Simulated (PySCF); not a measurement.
C3H2F3, SMILES C=[C]C(F)(F)F, multiplicity 2. Geometry optimised at PBE0-D3(BJ)/def2-SVP. The isomer is the one that the SMILES or the coordinates give; other isomers of the formula were not compared.

**Question.** Give the equilibrium geometry at PBE0-D3(BJ)/def2-SVP (PySCF confirms it by a frequency run) as a Z-matrix, and its point group. (An estimate is asked for; the answer gives what the named calculation found.)

**Answer.** point group Cs.
```
C
C 1 1.3098
H 2 1.0954 1 121.98
H 2 1.1004 3 117.23 1 -180.00
C 1 1.4793 2 136.24 3 -180.00
F 5 1.3326 1 111.33 2 -119.89
F 5 1.3326 6 107.73 1 122.33
F 5 1.3405 6 107.61 7 115.76
```
Charge 0, spin multiplicity 2.
